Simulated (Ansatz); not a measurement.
Geometry optimisation, RKS PBE-D4/def2-SVP in Ansatz.

Input file:

```yaml
crystal:
  periodic: [false, false, false]
  atoms:
    - { symbol: B, position_ang: [0.09084, 0.417737, -0.377631] }
    - { symbol: F, position_ang: [-0.053641, 0.030184, 2.109418] }
    - { symbol: O, position_ang: [1.323504, -0.08192, -0.619044] }
    - { symbol: H, position_ang: [1.288478, -0.983662, -0.996543] }
    - { symbol: F, position_ang: [-1.018625, -0.245388, -0.731093] }
    - { symbol: H, position_ang: [0.009477, 1.539327, 0.050058] }
    - { symbol: H, position_ang: [0.078267, 0.897322, 1.794136] }
basis:
  gaussian: { orbitals: def2-SVP }
hamiltonian:
  xc: pbe
  dispersion: d4
relax:
  f_tol: 0.03
  max_steps: 50
```

Run as:

```bash
$ ansatz run input.yaml --threads 1 --pin off --max-ram 2048MiB --backend cpu --events-out ev --progress --plain --runs-dir out
```

Question: Where does it end, and by what steps?

Answer: The forces met the threshold. After 4 steps the energy has fallen by 0.006 eV; F2 moved furthest, 0.03 Å.

```csv
step,energy less start (eV),largest force component (eV/Å),accepted
0,0.0000,0.367,yes
1,-0.0037,0.238,yes
2,-0.0058,0.074,yes
3,-0.0060,0.063,yes
4,-0.0061,0.018,yes
```

```xyz
7
Properties=species:S:1:pos:R:3
B 0.097 0.416 -0.387
F -0.052 0.032 2.135
O 1.327 -0.083 -0.636
H 1.290 -0.989 -0.999
F -1.018 -0.245 -0.726
H 0.014 1.548 0.063
H 0.060 0.895 1.780
```

Whether the end is a true minimum wasn't checked by a vibrational analysis.

Run time: 9.7 s on 1 thread of Arm Neoverse V1 (shared host), peak memory 0.13 GiB.
